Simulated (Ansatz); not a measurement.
Ansatz (a program for electronic structure) input (CCSD(T)/def2-SVPD):

Ansatz 0.2 input:
```yaml
crystal:
  periodic: [false, false, false]
  atoms:
    - {symbol: Ni, position_ang: [0.00000000, 0.00000000, 0.00000000]}
    - {symbol: Cl, position_ang: [0.00000000, 0.00000000, 2.07507030]}
    - {symbol: Cl, position_ang: [-0.00000000, -0.00000000, -2.07507030]}
basis:
  gaussian:
    orbitals: def2-SVPD
magnetization: {spin_polarized: true, initial_magnetization: 2}
correlation: {method: ccsd_t, electrons: outside_noble_gas}
output: {forces: true}
```

End of the output:

```
mean field evaluation 384: about -65995.4925 eV, gradient 4.6e-4 eV
mean field evaluation 416: about -65995.5814 eV, gradient 7.5e-2 eV
mean field evaluation 448: about -65995.5707 eV, gradient 3.9e-1 eV
mean field evaluation 480: about -65994.3755 eV, gradient 1.3e0 eV
mean field evaluation 512: about -65994.4311 eV, gradient 1.5e-3 eV
mean field evaluation 544: about -65994.4311 eV, gradient 1.2e-3 eV
mean field evaluation 576: about -65993.3385 eV, gradient 4.5e0 eV
mean field -66001.35624514 eV, -2425.5051046827 hartree, gradient 2.3e-6 eV, S^2 2.006050; 13 other end points of the search recorded, 0 dependent functions left out
determinant -66001.35624514 eV, -2425.5051046827 hartree, with singles and doubles -66015.34442250 eV, -2426.0191607191 hartree
determinant -66001.35359523 eV, -2425.5050073005 hartree, with singles and doubles -66015.21590133 eV, -2426.0144376533 hartree
determinant -66001.07772733 eV, -2425.4948693422 hartree, with singles and doubles -66015.32257991 eV, -2426.0183580190 hartree
determinant -66000.76538711 eV, -2425.4833910506 hartree, with singles and doubles -66014.92071969 eV, -2426.0035899281 hartree
determinant -65999.01682141 eV, -2425.4191324466 hartree, with singles and doubles -66013.12248549 eV, -2425.9375060404 hartree
determinant -66001.35624514 eV, -2425.5051046827 hartree, with singles and doubles -66015.35963750 eV, -2426.0197198602 hartree
determinant -66001.35359523 eV, -2425.5050073005 hartree, with singles and doubles -66015.22317175 eV, -2426.0147048364 hartree
determinant -66001.07772733 eV, -2425.4948693422 hartree, with singles and doubles -66015.35339511 eV, -2426.0194904564 hartree
determinant -66000.76538711 eV, -2425.4833910506 hartree, with singles and doubles -66014.97316015 eV, -2426.0055170796 hartree
19 core orbitals not correlated
reference -66001.07772733 eV, -2425.4948693422 hartree; 13, 11 occupied and 56, 58 virtual orbitals, 844 factors
densities: 0.61 GiB planned
second order -13.46272168 eV of doubles, -0.00000000 eV of singles
coupled cluster: 0.46 GiB planned
cycle   1  -14.27566523 eV  change    2.5e-6 eV  update   2.2e-6
perturbative correction -0.47638880 eV, -0.0175069655 hartree
the calculation of the forces begins
Total energy: -66015.82978137 eV, -2426.0369973287 hartree
Atom 0 at     0.000000     0.000000     0.000000 Å, force    -0.000000     0.000000    -0.000000 eV/Å
Atom 1 at     0.000000     0.000000     2.075070 Å, force     0.000000     0.000000     0.932642 eV/Å
Atom 2 at    -0.000000    -0.000000    -2.075070 Å, force     0.000000     0.000000    -0.932642 eV/Å
Dipole moment:     0.000000     0.000000    -0.000000 e Å
```

The spin state was set by rule; other spins were not relaxed.
